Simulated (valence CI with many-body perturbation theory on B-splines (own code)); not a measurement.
**Level structure of Re XXXVI**

Computed by valence CI with perturbative core correlation (CI+MBPT): four valence electrons over a frozen Dirac-Fock core [Kr], radial functions for each j: 7 s, 7 p, 8 d, 6 f, 4 g, 1 h, with the one-electron correlation potential Σ1 (screened to all orders), the two-electron term Σ2, the three-electron term Σ3, Breit, model QED; selected single and double excitations, second order for the rest, scaled by the run's own slope (own B-spline code, finite nucleus).

No measured spectrum was set against this ion. As an estimate, large intervals hold to a few tenths of a per cent, small ones and those within an open d or f shell to about a per cent. Only levels of the ground parity were solved; by the run's estimate the other parity begins above the list, which can be wrong where configurations are misplaced.

Levels 1 to 31 of 31, with energies above the lowest level, (4d3/2^4) J=0. "Leading %" is the weight of the configuration and term that name the level; weights of strongly mixed levels are sums over their largest components and can fall short. In the jj column 3d3/2^4 stands for four electrons in 3d with j = 3/2. Lifetimes count E1, E2, E3, M1 and M2 decay at the calculated energies, and are blank where another channel may lead or the interval is too uncertain; long ones can be off by a factor of two.

| No. | Configuration | Term | J | E (cm⁻¹) | Leading % | Lifetime | Second component | Leading jj |
| --- | --- | --- | --- | --- | --- | --- | --- | --- |
| 1 | 4d4 | 3P | 0 | 0 | 58 |  | 29 % 4d4 5D | 4d3/2^4 (98 %) |
| 2 | 4d4 | 5D | 1 | 127090 | 61 | 18.6 μs | 38 % 4d4 3P | 4d3/2^3 4d5/2 (98 %) |
| 3 | 4d4 | 3F | 4 | 167750 | 29 |  | 23 % 4d4 3H | 4d3/2^3 4d5/2 (98 %) |
| 4 | 4d4 | 5D | 2 | 170110 | 44 | 626 μs | 16 % 4d4 3D | 4d3/2^3 4d5/2 (89 %) |
| 5 | 4d4 | 3F | 3 | 181750 | 29 | 20.1 ms | 24 % 4d4 5D | 4d3/2^3 4d5/2 (92 %) |
| 6 | 4d4 | 5D | 0 | 283360 | 65 | 6.42 μs | 21 % 4d4 1S | 4d3/2^2 4d5/2^2 (97 %) |
| 7 | 4d4 | 5D | 2 | 288310 | 45 | 9.80 μs | 20 % 4d4 3F | 4d3/2^2 4d5/2^2 (91 %) |
| 8 | 4d4 | 3H | 4 | 293630 | 40 | 18.1 μs | 38 % 4d4 5D | 4d3/2^2 4d5/2^2 (97 %) |
| 9 | 4d4 | 5D | 3 | 297820 | 48 |  | 36 % 4d4 3G | 4d3/2^2 4d5/2^2 (90 %) |
| 10 | 4d4 | 3H | 5 | 313400 | 67 | 33.8 μs | 32 % 4d4 3G | 4d3/2^2 4d5/2^2 (100 %) |
| 11 | 4d4 | 3P | 1 | 323720 | 44 | 15.6 μs | 38 % 4d4 3D | 4d3/2^2 4d5/2^2 (94 %) |
| 12 | 4d4 | 1I | 6 | 324820 | 51 | 61.4 ms | 49 % 4d4 3H | 4d3/2^2 4d5/2^2 (99 %) |
| 13 | 4d4 | 3F | 3 | 337320 | 44 |  | 26 % 4d4 3D | 4d3/2^2 4d5/2^2 (96 %) |
| 14 | 4d4 | 3G | 4 | 338850 | 56 | 78.2 μs | 38 % 4d4 1G | 4d3/2^2 4d5/2^2 (98 %) |
| 15 | 4d4 | 3D | 2 | 342500 | 32 | 55.1 μs | 32 % 4d4 3F | 4d3/2^2 4d5/2^2 (96 %) |
| 16 | 4d4 | 3F | 2 | 381490 | 48 | 11.0 μs | 30 % 4d4 3P | 4d3/2^2 4d5/2^2 (95 %) |
| 17 | 4d4 | 3F | 4 | 394180 | 65 | 35.9 μs | 23 % 4d4 1G | 4d3/2^2 4d5/2^2 (91 %) |
| 18 | 4d4 | 3P | 2 | 429990 | 36 | 127 μs | 36 % 4d4 1D | 4d3/2^2 4d5/2^2 (90 %) |
| 19 | 4d4 | 5D | 4 | 453580 | 31 | 7.53 μs | 24 % 4d4 1G | 4d3/2 4d5/2^3 (90 %) |
| 20 | 4d4 | 3F | 3 | 455620 | 44 | 6.56 μs | 26 % 4d4 5D | 4d3/2 4d5/2^3 (96 %) |
| 21 | 4d4 | 3P | 0 | 469620 | 62 |  | 37 % 4d4 1S | 4d3/2^2 4d5/2^2 (65 %) |
| 22 | 4d4 | 3D | 1 | 470990 | 54 | 5.08 μs | 27 % 4d4 3P | 4d3/2 4d5/2^3 (96 %) |
| 23 | 4d4 | 3G | 5 | 475020 | 67 | 13.6 μs | 32 % 4d4 3H | 4d3/2 4d5/2^3 (100 %) |
| 24 | 4d4 | 3H | 6 | 479290 | 51 | 15.6 μs | 49 % 4d4 1I | 4d3/2 4d5/2^3 (99 %) |
| 25 | 4d4 | 3F | 2 | 499670 | 48 | 7.74 μs | 39 % 4d4 3P | 4d3/2 4d5/2^3 (92 %) |
| 26 | 4d4 | 3D | 3 | 506090 | 36 | 10.7 μs | 34 % 4d4 1F | 4d3/2 4d5/2^3 (97 %) |
| 27 | 4d4 | 1S | 0 | 534100 | 78 | 15.5 μs | 17 % 4d4 3P | 4d3/2 4d5/2^3 (60 %) |
| 28 | 4d4 | 3P | 1 | 548970 | 90 | 8.60 μs | 7 % 4d4 3D | 4d3/2 4d5/2^3 (98 %) |
| 29 | 4d4 | 3F | 3 | 549310 | 65 | 13.0 μs | 31 % 4d4 1F | 4d3/2 4d5/2^3 (99 %) |
| 30 | 4d4 | 1G | 4 | 554940 | 68 | 9.87 μs | 22 % 4d4 3F | 4d3/2 4d5/2^3 (96 %) |
| 31 | 4d4 | 1D | 2 | 564940 | 64 | 11.6 μs | 26 % 4d4 3P | 4d3/2 4d5/2^3 (83 %) |

The ionisation energy to 4d3 4F_3/2 of the next ion comes out as 1530.8 eV (NIST: 1530 ± 5 eV (theoretical)). All 31 levels together are meant to be complete up to 587540 cm⁻¹.
